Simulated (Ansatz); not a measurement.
Compare A (`O[SiH2]C#C[SiH2]F`) with its isomer B (`FC1=CO[SiH2][SiH2]1`).

Gas-phase electronic energies from Ansatz, PBE0-D4/def2-TZVP geometries. CCSD(T)/CBS adds triple-zeta CCSD(T) − MP2 to the extrapolated MP2 energy (def2 sets, frozen cores). Functionals use def2-TZVPP. B3LYP here is the variant with VWN-RPA as its local correlation; programs differ in this. One conformer a species, not always the lowest.

A:

```xyz
11

O    -0.3542    1.0636   -2.8692
Si   -1.2481    0.2055   -1.7958
C    -0.3610   -0.0005   -0.2033
C     0.2375   -0.1556    0.8427
Si    1.1115   -0.3413    2.4268
F     1.9414   -1.7041    2.4110
H     0.5197    0.7401   -3.0925
H    -1.5586   -1.1601   -2.2865
H    -2.4818    0.9847   -1.5671
H     0.1300   -0.4085    3.5304
H     2.0636    0.7761    2.6037
```

B:

Z-matrix (Å, degrees):
```
Si
O 1 1.690
Si 1 2.338 2 95.3
H 1 1.484 2 108.2 3 -120.9
H 1 1.484 2 108.2 3 120.9
C 2 1.353 1 117.0 3 0.0
C 3 1.867 1 86.1 2 -0.0
H 3 1.486 1 116.6 2 -114.3
H 3 1.486 1 116.6 2 114.3
H 6 1.086 2 114.0 1 180.0
F 7 1.353 3 123.8 1 -180.0
```

Which is lower in electronic energy at CCSD(T)/CBS, and by how much? (An estimate is asked.)

The calculation gave: A, by 54.1 kcal/mol.

Give E(B) − E(A) in kcal/mol with HF/def2-TZVPP, PBE-D4, CCSD(T)/def2-SVP, B3LYP-D4, CCSD(T)/def2-TZVPP, ωB97M-V, BLYP-D4. (Estimate.)

Computed: HF/def2-TZVPP 60.6, PBE-D4 37.2, CCSD(T)/def2-SVP 42.2, B3LYP-D4 48.3, CCSD(T)/def2-TZVPP 52.9, ωB97M-V 48.9, BLYP-D4 47.4. None reverses the order clearly.

Does the order hold for the free energy at 298.15 K (harmonic terms from PBE0-D4)? (Estimate.)

Computed: Yes: G(B) − G(A) = +58.1 kcal/mol, for one conformer each. Modes under 60 cm⁻¹, often nearly free rotors, make the harmonic entropy too high.

Largest T1 diagnostic: 0.015.

At CCSD(T), def2-SVP lies −11.9 kcal/mol from the extrapolated value and def2-TZVPP −1.2 kcal/mol. From PBE to PBE0 (25 % exact exchange), in def2-TZVPP and without D4, E(B) − E(A) moves by +1.9 kcal/mol.
